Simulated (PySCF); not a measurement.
PySCF 2.14 output of an unrestricted LDA calculation on a single atom or ion in aug-cc-pVTZ-X2C, with scalar relativity by spin-free X2C-1e:

```
SCF conv_tol = 1e-09
number electrons alpha = 28  beta = 27
    P. A. M. Dirac.,  Math. Proc. Cambridge Philos. Soc. 26, 376 (1930)
    F. Bloch.,  Z. Phys. 57, 545 (1929)
    S. H. Vosko, L. Wilk, and M. Nusair.,  Can. J. Phys. 58, 1200 (1980)
cycle= 1 E= -8127.51232089244  delta_E= -0.0055  |g|= 0.0166  |ddm|= 1.89
cycle= 2 E= -8127.51247993661  delta_E= -0.000159  |g|= 0.00893  |ddm|= 0.304
cycle= 3 E= -8127.51252388099  delta_E= -4.39e-05  |g|= 0.00023  |ddm|= 0.0952
cycle= 4 E= -8127.51252391536  delta_E= -3.44e-08  |g|= 1.05e-05  |ddm|= 0.00315
cycle= 5 E= -8127.51252391547  delta_E= -1.06e-10  |g|= 1.65e-07  |ddm|= 0.000138
converged SCF energy = -8127.51252391547  <S^2> = 0.75018515  2S+1 = 2.0001851
```

The run itself started from symmetry-adapted Hartree-Fock orbitals and held the occupation by maximum overlap, on a logarithmic radial grid, so the iterations belong to that start.

**Question.** Which element, charge and spin multiplicity is this?

**Answer.** Ba⁺ (barium, charge +1), multiplicity 2; the state was [Xe] 6s1, 2S determinant.

Spin-orbit coupling, which splits the p, d and f shells strongly at this Z, is absent.
